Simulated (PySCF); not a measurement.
Run record for `s1c([O-])c(cc1)C=O`: PBE0/def2-SVPD, IEF-PCM acetonitrile, energy threshold 1e-08 Eh, start guess huckel, full TDDFT, 1 singlet.

Method: TDDFT PBE0/def2-SVPD, vertical, IEF-PCM acetonitrile (non-equilibrium linear response), core orbitals frozen in the response (PySCF 2.14.0, density-fitted response routines). Geometry: GFN2-xTB. The command runs a driver script over a list of jobs; the input below is this job's line of settings and its coordinates in Å.

Command:
```bash
OMP_NUM_THREADS=1 python probes_run.py task.json out
```

Input:
```
{"job": {"kind": "uv", "xc": "PBE0", "basis": "def2-SVPD", "solvent": "acetonitrile", "nstates": 1, "ntriplets": 2, "tda": false, "scf": {"conv": 1e-08, "guess": "huckel"}}, "charge": -1, "multiplicity": 1}
O     -2.118565    -1.656421    -0.293918
C     -1.752280    -0.489976    -0.150975
C     -0.426877    -0.014821    -0.027215
C      0.745309    -0.830986    -0.047495
C      1.898591    -0.157817     0.086713
S      1.659621     1.566714     0.253267
C     -0.167743     1.364729     0.131026
O     -0.902337     2.333840     0.191168
H     -2.512411     0.321865    -0.108561
H      0.677681    -1.900293    -0.162789
H      2.904434    -0.534165     0.102816
```

Output:
```
final grid: 106320 points
cycle   1  E = -730.2691787085  dE =  6.612e+00  |g| = 6.047e+00  |ddm| = 2.835e+01
cycle   2  E = -704.9998837870  dE =  2.527e+01  |g| = 8.598e+00  |ddm| = 1.360e+02
cycle   3  E = -739.1806237130  dE = -3.418e+01  |g| = 2.112e+00  |ddm| = 1.347e+02
cycle   4  E = -739.2829669916  dE = -1.023e-01  |g| = 1.845e+00  |ddm| = 1.341e+01
cycle   5  E = -740.2184943405  dE = -9.355e-01  |g| = 3.313e-01  |ddm| = 5.401e+00
cycle   6  E = -740.2352371498  dE = -1.674e-02  |g| = 2.313e-01  |ddm| = 1.134e+00
cycle   7  E = -740.2471590420  dE = -1.192e-02  |g| = 8.014e-02  |ddm| = 4.669e-01
cycle   8  E = -740.2484551081  dE = -1.296e-03  |g| = 1.730e-02  |ddm| = 1.468e-01
cycle   9  E = -740.2485135992  dE = -5.849e-05  |g| = 6.433e-03  |ddm| = 3.631e-02
cycle  10  E = -740.2485241604  dE = -1.056e-05  |g| = 2.533e-03  |ddm| = 2.601e-02
cycle  11  E = -740.2485255154  dE = -1.355e-06  |g| = 7.835e-04  |ddm| = 7.046e-03
cycle  12  E = -740.2485256580  dE = -1.426e-07  |g| = 2.333e-04  |ddm| = 2.073e-03
cycle  13  E = -740.2485256742  dE = -1.629e-08  |g| = 1.241e-04  |ddm| = 9.949e-04
cycle  14  E = -740.2485256780  dE = -3.788e-09  |g| = 3.564e-05  |ddm| = 2.953e-04
converged SCF energy = -740.2485256780

Static polarisability (au): isotropic 138.213, principal 79.959 139.751 194.930

Singlet excitations
state   eV       nm        f      main configurations
  1   4.1239    300.6   0.18510   H->L 0.96

Triplet excitations (Tamm-Dancoff, eV): 2.9038 3.5949
```

H and L stand for HOMO and LUMO; the number after each pair is its weight.

Problem. Give the mean polarisability as a volume in Å³, and the ratio of the largest to the smallest principal value.

Solution. 138.213 au × 0.148185 = 20.48 Å³; 194.930/79.959 = 2.44.

Problem. Give S1 in cm⁻¹ and kJ/mol.

Solution. 4.1239 eV × 8065.54 = 33261 cm⁻¹; × 96.485 = 397.9 kJ/mol.

In short: SCF converged in 14 cycles with 197 basis and 754 fitting functions; HOMO -5.31 eV, LUMO -0.47 eV; lowest singlet 4.12 eV; lowest triplet 2.90 eV (Tamm–Dancoff); mean polarisability 138.2 au.

The species at its GFN2-xTB geometry (one conformer only).

Problem. How long does this job take on one thread of an AMD EPYC 9R14, on a shared host? And the peak memory of the process?

Solution. About 17 s, with 0.85 GiB resident at the peak, the Python interpreter and its libraries included.

Shape of the structure used: `[O:1]=[CH:2][c:3]1[cH:4][cH:5][s:6][c:7]1[O-:8]`: O1–C2–C3–C4 0°.
